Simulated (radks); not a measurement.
Problem. The silver ion Ag7+, configuration [Kr] 4d4 (the NIST ground configuration). Method: scalar-relativistic Kohn-Sham, LDA (Slater exchange, Perdew-Wang correlation), spin-polarised, spherical densities, finite nucleus; open shells are filled with parallel spins first (spin-orbit coupling, left out, can overturn this in heavy ions); Fermi nuclear charge, rms radius 4.5454 fm; computed with a radial shooting solver on a logarithmic mesh with Libxc functionals. Some entries of the table are withheld. Estimate them.

orbital,occ.,eigenvalue (eV),<r^2> (bohr^2)
1s up,1,-25421.33,0.001311
1s down,1,-25421.30,0.001311
2s up,1,-3850.942,0.02150
2s down,1,-3849.870,0.02150
2p up,3,-3469.288,0.01692
2p down,3,-3468.438,0.01692
3s up,1,-805.3727,0.1557
3s down,1,-804.6201,0.1555
3p up,3,-680.0764,0.1570
3p down,3,-679.2600,0.1567
3d up,5,-482.2166,(1)
3d down,5,-481.1407,(2)
4s up,1,(3),0.8741
4s down,1,(4),0.8723
4p up,3,(5),1.007
4p down,3,(6),1.007
4d up,4,-116.6396,1.352
4d down,0,-112.6144,1.368

Solution. 
(1) 3d up <r^2> (bohr^2): 0.1420
(2) 3d down <r^2> (bohr^2): 0.1417
(3) 4s up eigenvalue (eV): -212.1723
(4) 4s down eigenvalue (eV): -208.1319
(5) 4p up eigenvalue (eV): -173.9400
(6) 4p down eigenvalue (eV): -169.8435
